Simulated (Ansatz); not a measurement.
System: sum formula SiH2Cl, charge 1, multiplicity 1. 
Structure (B3LYP-D3(BJ)/def2-TZVP (Ansatz, a quantum-chemistry and plane-wave program) minimum search):
```xyz
4

Si    -0.9627     0.0164    -0.0597
Cl     0.9876    -0.0168     0.0612
H     -1.6346     1.3189    -0.0864
H     -1.6766    -1.2626    -0.1189
```
Charge +1, spin multiplicity 1.

Basis-set convergence of Hartree-Fock and CCSD correlation energies (hartree) with Ansatz. Cores are frozen in the correlated levels unless marked. Spin-orbit coupling is left out. No relativistic terms.

| basis | functions | E(HF) | E(corr, CCSD) |
|---|---|---|---|
| cc-pV(D+d)Z | 56 | -749.33296 | -0.24862 |
| cc-pV(T+d)Z | 106 | -749.36481 | -0.31723 |
| cc-pV(Q+d)Z | 188 | -749.37212 | -0.34102 |

Extrapolating the two largest sets (X = 3 and 4) as X^-3: E(corr) = (64·(-0.34102) - 27·(-0.31723))/37 = -0.3584 Eh, an estimate of the basis-set limit. The largest set recovers 95.2 % of it, the smallest 69.4 %.
